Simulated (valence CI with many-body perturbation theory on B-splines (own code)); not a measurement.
Values are calculated unless marked as measured or tabulated.
**Hyperfine factors and g values of Eu31+**

Method: valence CI with perturbative core correlation (CI+MBPT): four valence electrons over a frozen Dirac-Fock core [Ar] 3d10, a basis of 11 s, 11 p, 9 d, 7 f, 5 g, 2 h, 1 i functions for each j, with the one-electron correlation potential Σ1 (screened to all orders), the two-electron term Σ2, the three-electron term Σ3, Breit, model QED; selected single and double excitations, second order for the rest (own B-spline code, finite nucleus).

No measured spectrum was set against this ion. As an estimate, large intervals hold to a few tenths of a per cent, small ones and those within an open d or f shell to about a per cent.

A/g_I is the dipole constant over the nuclear g factor μ/I (μ in nuclear magnetons, uniformly magnetised nucleus), B/Q the quadrupole constant per barn. Both hold the static response of the core; the bare values leave it out. Large factors of s and p1/2 electrons are usually good to 5 to 10 %; those of open d and f shells near neutrality can be off by tens of per cent, and small factors of p3/2, d and f electrons come from cancelling terms and can be off by a factor of two or in sign, in half-filled shells by more. B is blank for J = 1/2, where it vanishes, and for nearly pure S terms. Energies count from the lowest level. Levels with J = 0 are left out.

Levels are named by their leading jj configuration (3d3/2^4 stands for four electrons in 3d with j = 3/2), which in mixed levels can hold well under half, so a name can repeat and another be missing. Letters in brackets count levels of one name in rising energy.

```csv
Level,E (cm⁻¹),g,A/g_I (MHz),A/g_I bare,B/Q (MHz/b),B/Q bare
(4s^2 4p1/2 4p3/2) J=1,294160,1.498,-16000,-15700,28800,27600
(4s^2 4p1/2 4p3/2) J=2,320810,1.194,74800,71800,45400,43500
(4s^2 4p3/2^2) J=2,635080,1.301,30800,29500,11900,11400
(4s 4p1/2^2 4p3/2) J=2,852470,1.643,186000,179000,43800,42000
(4s 4p1/2^2 4p3/2) J=1,944830,0.987,-120000,-115000,43400,41700
(4s 4p1/2 4p3/2^2) J=2 [a],1123100,1.514,128000,123000,27500,26400
(4s 4p1/2 4p3/2^2) J=3,1175500,1.326,159000,153000,-5170,-4920
(4s^2 4p1/2 4d3/2) J=2,1206500,0.883,46500,45000,-5920,-5590
(4s 4p1/2 4p3/2^2) J=1 [a],1255200,1.262,57800,55700,-44100,-42400
(4s 4p1/2 4p3/2^2) J=1 [b],1295000,1.389,202000,194000,9450,9100
(4s 4p1/2 4p3/2^2) J=2 [b],1299300,0.959,11600,11300,1740,1680
(4s^2 4p1/2 4d3/2) J=1,1359800,0.891,-58400,-55700,9150,8840
(4s^2 4p1/2 4d5/2) J=3,1360000,1.112,45000,43600,18200,17600
(4s^2 4p1/2 4d5/2) J=2,1376900,1.294,-4020,-3480,9390,9120
(4s 4p3/2^3) J=2,1516400,1.369,153000,147000,-47100,-45200
(4s^2 4p3/2 4d3/2) J=1,1594500,1.193,-39500,-38000,-14900,-14400
(4s^2 4p3/2 4d3/2) J=2,1618000,1.026,16000,15500,-6040,-5780
(4s^2 4p3/2 4d5/2) J=4,1623200,1.248,14800,14400,69800,67200
(4s^2 4p3/2 4d3/2) J=3,1636600,1.169,24000,23300,37100,35700
(4s 4p3/2^3) J=1,1677900,1.294,-54800,-52300,-23100,-22200
(4s^2 4p3/2 4d5/2) J=2,1708700,1.293,48700,47200,-41600,-40000
(4s^2 4p3/2 4d5/2) J=3,1748200,1.133,17000,16500,20900,20300
(4s^2 4p3/2 4d5/2) J=1,1781600,0.967,-16500,-15400,6890,6690
(4s 4p1/2^2 4d3/2) J=1,1787600,0.355,-142000,-136000,4460,4350
(4s 4p1/2^2 4d3/2) J=2,1789400,1.250,120000,115000,2180,2200
(4p1/2^2 4p3/2^2) J=2,1839300,1.243,23100,22600,3940,3810
(4s 4p1/2^2 4d5/2) J=3,1886900,1.375,107000,104000,11900,11500
(4s 4p1/2^2 4d5/2) J=2,1977000,0.952,-43300,-41200,17700,17200
(4s 4p1/2 4p3/2 4d3/2) J=1 [a],2039200,1.232,89800,86600,-27900,-26800
(4s 4p1/2 4p3/2 4d3/2) J=2 [a],2046100,1.161,80700,77800,-24300,-23300
(4s 4p1/2 4p3/2 4d3/2) J=3 [a],2057300,1.188,97600,94100,-1500,-1380
(4s 4p1/2 4p3/2 4d3/2) J=4,2088700,1.273,97900,94400,28300,27300
(4s 4p1/2 4p3/2 4d5/2) J=4 [a],2104800,1.371,92000,88900,63000,60500
(4p1/2 4p3/2^3) J=1,2117700,1.451,-32500,-30700,-22500,-21600
```

Question: Take the isotope of mass number 151, with I = 5/2, μ = 3.4635 μN and Q = 0.903 b. What is the hyperfine structure of (4s^2 4p1/2 4p3/2) J=2?

Answer: From the table A = 104000 MHz, B = 41000 MHz. Shifts from the centre of gravity in MHz: F = 1/2: -699000, F = 3/2: -562000, F = 5/2: -322000, F = 7/2: 34600, F = 9/2: 530000.
